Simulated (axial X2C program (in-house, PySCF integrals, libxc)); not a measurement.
ScBr: cheaper levels and CCSD(T), with spin–orbit coupling

Calculated with an axial X2C code built on PySCF integrals. Two-component (2c) means X2C with spin–orbit coupling and atomic mean-field two-electron Coulomb and Gaunt terms. Basis: Br dyall-cv3z [8s9p6d4f1g], Sc dyall-cv3z [10s11p7d5f2g] (cores contracted in-house); Gaussian nuclei, density fitting, unrestricted open shells. Masses: Br 78.918 u, Sc 44.956 u.

State: Ω = 1 (⟨Sz⟩ = -1.00, ⟨Lz⟩ = 2.00 at HF); fragments Br + Sc.

| level | Re (Å) | ωe (cm⁻¹) | De (eV) |
| --- | --- | --- | --- |
| PBE0 | 2.464 | 304.7 | 3.98 |
| HF | 2.569 | 284.3 | 3.23 |
| MP2 | 2.539 | 290.3 | 3.80 |
| CCSD | 2.535 | 292.2 | 3.45 |
| BP86 | 2.452 | 303.7 | 4.06 |

Correlated methods: 10 electrons correlated (number of frozen shells: Br 3 s, 2 p, 1 d; Sc 3 s, 2 p), 316 virtual spin orbitals or spinors in MP2, 90 natural virtuals in coupled cluster.

CCSD(T), same Hamiltonian and basis:

Re = 2.532 Å, ωe = 292.3 cm⁻¹, De = 3.53 eV; T1 = 0.017 (Lee–Taylor normalisation).

Problem. Give the differences from CCSD(T) in the columns below.

Solution. 

| level | ΔRe (Å) | Δωe (cm⁻¹) | ΔDe (eV) |
| --- | --- | --- | --- |
| PBE0 | -0.068 | 12.4 | 0.45 |
| HF | 0.037 | -8.0 | -0.30 |
| MP2 | 0.007 | -2.0 | 0.27 |
| CCSD | 0.003 | -0.1 | -0.08 |
| BP86 | -0.080 | 11.4 | 0.53 |

Occupations by symmetry block were frozen at the best pattern of an incomplete PBE0 search. De is counted from the lowest determinant-based energies of the atoms at the same level, without counterpoise correction. Density functionals use the spin component along the axis (collinear). CCSD and (T) use frozen natural virtuals with an MP2 correction for the truncation; (T) itself is uncorrected, so its De runs slightly low. In 2c an atomic determinant is not the ground J level, so De misses part of the atomic spin–orbit lowering. This holds for PBE0, BP86. PBE0 can misorder states that lie within some tenths of an eV, so this need not be the ground state of the molecule. The nearest other 2c determinant of the search, Ω = 3, lies 0.02 eV up at the distance of the search. The functionals have no current-density term, which raises determinants with orbital currents, atoms included. With several unpaired electrons one determinant need not be a pure state. The outer-core s and p shells of the metal are frozen in the correlated rows, which leaves out core–valence correlation; for alkali and alkaline-earth bonds that tends to lengthen them. At some level and bond length an empty orbital lies below a filled one. With the outer-core shells frozen, correlated bond lengths of heavy atoms tend to come out a few hundredths of an ångström too long.
